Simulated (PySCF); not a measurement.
**Pt₂S: bending curve**

All numbers come from PySCF, UPBE0, basis S def2-SVP, Pt def2-SVP with ECP60 (scalar-relativistic core potentials, no spin–orbit coupling, density fitting).

Rigid scan from the triplet minimum (Pt–Pt 2.669 Å, S–Pt 2.158 Å (×2); Pt–Pt–S 51.8° (×2), Pt–S–Pt 76.4°). Coordinate: the Pt–S–Pt angle, bonds fixed. Energies in kJ/mol from the minimum.

| bond angle (°) | E (kJ/mol) | dipole size (D) | ⟨S²⟩ |
| --- | --- | --- | --- |
| 80 | 2.7 | 1.67 | 2.01 |
| 90 | 23.1 | 1.51 | 2.01 |
| 100 | 45.4 | 1.32 | 2.01 |
| 110 | 66.0 | 1.10 | 2.01 |
| 120 | 86.8 | 0.83 | 2.01 |
| 130 | 109.6 | 0.53 | 2.02 |
| 140 | 135.2 | 0.20 | 2.03 |
| 150 | 163.1 | 0.12 | 2.05 |
| 160 | 190.9 | 0.35 | 2.12 |
| 170 | 213.1 | 0.35 | 2.33 |
| 180 | 223.6 | 0.09 | 2.40 |

With the bonds held, the linear shape lies 223.6 kJ/mol from the minimum.

Spin contamination is strong at 170, 180, so these points are less reliable.

Open d and f shells are described by one determinant, and the ground state may have another occupation or spin. No spin–orbit coupling is included, which matters more the heavier the element.
